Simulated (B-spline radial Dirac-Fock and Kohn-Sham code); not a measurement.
## Elastic scattering of 54 keV positrons by the free platinum atom

The computed values come from a radial B-spline solver: relativistic (Dirac) partial waves in the static field of the Dirac-Fock atom, without polarisation or absorption potentials.

The run's input, task.json:

```json
{"items": [{
  "Z": 78,
  "q": 0,
  "cfg": [[1, 0, 2], [2, 0, 2], [2, 1, 6], [3, 0, 2], [3, 1, 6], [3, 2, 10], [4, 0, 2], [4, 1, 6], [4, 2, 10], [4, 3, 14], [5, 0, 2], [5, 1, 6], [5, 2, 9], [6, 0, 1]],
  "A": 195,
  "rrms": 5.427,
  "do": "elastic",
  "energies": [[54000.0, 1]],
  "theta": [5, 10, 15, 20, 25, 30, 35, 40, 45, 50, 55, 60, 65, 70, 75, 80, 85, 90, 95, 100, 105, 110, 115, 120, 125, 130, 135, 140, 145, 150, 155, 160, 165, 170, 175]
}]}
```

Command: `python xray2_run.py task.json out`

| θ (°) | dσ/dΩ (a₀²/sr) | Sherman function |
| --- | --- | --- |
| 5 | 5.01 | 0.000 |
| 10 | 0.563 | 0.001 |
| 15 | 0.148 | 0.001 |
| 20 | 0.0540 | 0.002 |
| 25 | 0.0245 | 0.002 |
| 30 | 0.0129 | 0.003 |
| 35 | 0.00748 | 0.004 |
| 40 | 0.00465 | 0.005 |
| 45 | 0.00305 | 0.005 |
| 50 | 0.00209 | 0.006 |
| 55 | 0.00149 | 0.007 |
| 60 | 0.00110 | 0.007 |
| 65 | 0.000830 | 0.008 |
| 70 | 0.000643 | 0.008 |
| 75 | 0.000510 | 0.009 |
| 80 | 0.000412 | 0.009 |
| 85 | 0.000339 | 0.010 |
| 90 | 0.000283 | 0.010 |
| 95 | 0.000240 | 0.010 |
| 100 | 0.000207 | 0.010 |
| 105 | 0.000180 | 0.010 |
| 110 | 0.000158 | 0.009 |
| 115 | 0.000141 | 0.009 |
| 120 | 0.000127 | 0.009 |
| 125 | 0.000115 | 0.008 |
| 130 | 0.000106 | 0.008 |
| 135 | 9.80e-05 | 0.007 |
| 140 | 9.16e-05 | 0.007 |
| 145 | 8.63e-05 | 0.006 |
| 150 | 8.21e-05 | 0.005 |
| 155 | 7.86e-05 | 0.004 |
| 160 | 7.59e-05 | 0.004 |
| 165 | 7.39e-05 | 0.003 |
| 170 | 7.25e-05 | 0.002 |
| 175 | 7.17e-05 | 0.001 |

The total elastic cross section is 1.05 a₀², the first transport cross section 0.00857 a₀² and the second, weighted with (3/2) sin²θ, 0.0206 a₀². The mean deflection is ⟨1 − cos θ⟩ = 0.00819, and 0.086 % of the collisions scatter beyond 90°.
